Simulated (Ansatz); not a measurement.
Gas-phase electronic energies from Ansatz, PBE0-D4/def2-TZVP geometries. CCSD(T)/CBS adds triple-zeta CCSD(T) − MP2 to the extrapolated MP2 energy (def2 sets, frozen cores). For Ge outer-core shells are correlated without core-valence functions, which leaves a few kJ/mol of doubt a bond. Scalar relativity is left out up to krypton. One conformer a species, not always the lowest.

Reaction (isomerisation): `N=[CH][GeH2][SH]` → `C[S][Ge][NH2]`

`N=[CH][GeH2][SH]`:

Cartesian coordinates in Å:
```
N 0.845 1.462 1.000
C 0.819 0.689 -0.001
Ge -0.157 -1.010 0.143
S -1.746 -1.048 -1.416
H 1.364 2.320 0.801
H 1.292 0.930 -0.964
H 0.747 -2.198 -0.220
H -0.745 -1.135 1.553
H -2.420 -0.010 -0.895
```

`C[S][Ge][NH2]`:

Cartesian coordinates in Å:
```
C -1.487 1.083 -0.823
S -0.242 0.771 0.457
Ge 0.644 -1.134 -0.305
N 1.853 -1.336 1.039
H -1.285 2.044 -1.296
H -2.476 1.109 -0.366
H -1.471 0.303 -1.586
H 2.479 -2.124 1.057
H 1.985 -0.717 1.824
```

```json
{"species": "`N=[CH][GeH2][SH]`", "CCSD(T)/def2-TZVPP energy (Eh)": "-2569.04230"}
{"species": "`C[S][Ge][NH2]`", "CCSD(T)/def2-TZVPP energy (Eh)": "-2569.09036"}
```

**Question.** Work out ΔE.

**Answer.** ΔE = (-2569.09036) − (-2569.04230) = -0.04806 Eh = -126.2 kJ/mol. CCSD(T)/CBS gives -146.1 kJ/mol.

Largest T1 diagnostic among the species: 0.014.

From PBE to PBE0 (25 % exact exchange), in def2-TZVPP and without D4, ΔE moves by +4.1 kJ/mol. In def2-TZVPP, CCSD(T) changes the Hartree–Fock value by −4.2 kJ/mol (the triples alone add −0.7 kJ/mol) and MP2 by −15.5 kJ/mol.
